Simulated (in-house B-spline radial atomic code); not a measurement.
Rb8+: [Ar] 3d10 4s1 (an excited or competing configuration)

Level of theory: Dirac-Hartree-Fock, average of configuration, Fermi nucleus of rms radius 4.2036 fm; calculated with a radial B-spline atomic code at the basis-set limit.

Screening seen three ways: the hydrogenic charge with the same mean radius, Z_r = [3n² - l(l+1)]/(2<r>), the one with the same energy, Z_e = n√(-2ε), and Slater's rules. Values are occupation-weighted means over j. An effective charge above Z reflects the relativistic contraction of the inner shells.

```
shell  electrons   ε (eV)  <r> (bohr)    Z_r    Z_e  Slater
   1s          2   -15434     0.04028  37.24  33.68   36.70
   2s          2  -2243.1       0.177  33.90  25.68   32.85
   2p          6  -1998.9      0.1549  32.27  24.24   32.85
   3s          2  -472.07      0.5059  26.69  17.67   25.75
   3p          6  -390.89      0.5135  24.34  16.08   25.75
   3d         10  -256.95      0.5129  20.47  13.04   15.85
   4s          1  -149.63       1.263  19.00  13.27   11.70
```

The least bound orbital is 4s1/2 at -149.6 eV, and it is also the most diffuse (<r> = 1.263 bohr).

Spin-orbit splittings of the orbital energies (j = l + 1/2 above j = l - 1/2 when positive): 2p 61.35 eV, 3p 9.701 eV, 3d 1.659 eV.

For the 1s electron the small component carries 1.81 % of the norm, the zero-frequency Breit interaction raises the level by 25.72 eV, self-energy by 13.74 eV, and vacuum polarisation lowers it by 1.455 eV.
